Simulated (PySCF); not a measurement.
Compound: H₁₂OSi₅.
Atom-mapped SMILES: `[OH:1][Si@@H:2]([SiH3:3])[SiH2:4][SiH2:5][SiH3:6]` (hydrogens: H7 on O1; H8 on Si2; H9, H10, H11 on Si3; H12, H13 on Si4; H14, H15 on Si5; H16, H17, H18 on Si6)

Structure used (GFN2-xTB), in Å, numbered top down from 1:
```xyz
18
H12OSi5 angstrom
O     -0.7907   -2.0137   -0.5023
Si    -1.3611   -0.5714   -1.0486
Si    -3.6803   -0.5419   -0.9937
Si    -0.1847    1.1026    0.0544
Si     2.0534    1.3604   -0.5182
Si     3.4955   -0.2149    0.3728
H     -0.9212   -2.3136    0.3913
H     -0.8714   -0.6953   -2.4304
H     -4.3299   -1.8582   -1.0549
H     -4.1825    0.0791    0.2399
H     -4.2342    0.2404   -2.1013
H     -0.9319    2.3651   -0.0730
H     -0.2448    0.8461    1.5117
H      2.5338    2.7160   -0.1929
H      2.1464    1.3278   -1.9897
H      4.8003    0.3182    0.7749
H      2.9212   -0.8294    1.5759
H      3.7735   -1.3110   -0.5570
```

Theory: TDDFT B3LYP/def2-SVPD, vertical, gas phase, core orbitals frozen in the response (PySCF 2.14.0, density-fitted response routines). GFN2-xTB frequencies show an imaginary mode (34i cm⁻¹), so this geometry is no minimum at that level.

Computed states:

```tsv
state	E (eV)	f
S1	5.11	0.032
S2	5.76	0.443
S3	5.99	0.020
S4	6.12	0.0027
S5	6.16	0.0018
S6	6.39	0.0095
S7	6.46	0.027
S8	6.57	0.060
```

Each state is given a Gaussian of 0.5 eV full width at half maximum, with ε(max) = 2.175×10⁸ f / Δν̃ (Δν̃ the width in cm⁻¹). The width is an assumption, not a result. The curve ends short of the highest state used, and states not computed would add to its high-energy end.

(1) Give the broadened spectrum and its maxima.

(2) On this curve, what absorbance would a 10⁻⁵ mol/L sample give at 254 nm over a 1 cm path?

(3) Does any computed singlet lie in the visible range?

(4) Coming from long wavelengths, where does ε first pass 100 L mol⁻¹ cm⁻¹?

## Answers

(1) 
λ (nm), ε (L mol⁻¹ cm⁻¹) and a bar:
```
    207.8      16152 ####################
    210.4      20674 #########################
    213.0      23760 #############################
    215.7      24533 ##############################
    218.3      22823 ############################
    220.9      19329 ########################
    223.6      14871 ##################
    226.2      10742 #############
    228.8       7385 #########
    231.4       5008 ######
    234.1       3484 ####
    236.7       2679 ###
    239.3       2263 ###
    242.0       2018 ##
    244.6       1825 ##
    247.2       1614 ##
    249.9       1361 ##
    252.5       1102 #
    255.1        851 #
    257.7        627 #
    260.4        435 #
    263.0        294 
    265.6        190 
    268.3        116 
    270.9         70 
    273.5         41 
    276.2         23 
    278.8         12 
    281.4          7 
    284.0          3
```

Maxima: 215 nm (5.76 eV), ε about 25000, made up of S2 (97%) (ε in L mol⁻¹ cm⁻¹; maxima over ε = 5, shares over 10%).

(2) 254 nm is 4.881 eV, where ε is about 950 L mol⁻¹ cm⁻¹, so A = ε c l ≈ 0.0095 (Beer–Lambert, with the gas-phase spectrum and the assumed width).

(3) No computed singlet lies in the visible range (380 to 750 nm); the lowest, at 242 nm, stands 1.85 eV above its violet end (3.26 eV).

(4) At about 269 nm (4.61 eV), 0.51 eV below S1.

Time: 92 s; peak memory 0.98 GiB. Hardware: one thread of an Arm Neoverse N1, shared host.

One conformer stands for the species.
